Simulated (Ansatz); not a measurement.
C$_{2}$H$_{6}$BNO (`NB1CCO1`), relaxed with RKS PBE-D4/def2-SVP in Ansatz 0.2.0 from a rough embedded geometry. The force threshold is 0.03 eV/Å; the program also tests the step.

The species carries charge 0 and has multiplicity 1.

Start:

```xyz
11

N     1.205   -1.409    0.886
B     0.349   -0.637   -0.001
C    -0.918    0.255    0.335
C    -0.492    1.194   -0.815
O     0.625    0.399   -1.070
H     1.186   -2.453    0.598
H     2.225   -1.141    0.681
H    -0.916    0.706    1.283
H    -1.912   -0.301    0.038
H    -1.198    1.242   -1.599
H    -0.156    2.146   -0.336
```

How much energy does the relaxation release, and in how many steps? (Estimate.)

The calculation gave: 40.34 kcal/mol, in 8 steps.

Which bonds change most? (Best estimate.)

The calculation gave: B2–O5 from 1.514 to 1.397 Å; C3–H9 from 1.176 to 1.107 Å; N1–H6 from 1.083 to 1.017 Å; C4–O5 from 1.395 to 1.460 Å.

Give the relaxed structure. (Estimate.)

The calculation gave: 
```xyz
11

N     1.295   -1.453    0.510
B     0.488   -0.392    0.069
C    -0.977    0.183    0.337
C    -0.469    1.198   -0.715
O     0.844    0.578   -0.871
H     0.987   -2.135    1.200
H     2.241   -1.604    0.159
H    -1.182    0.610    1.338
H    -1.841   -0.431    0.019
H    -1.018    1.199   -1.683
H    -0.368    2.247   -0.362
```
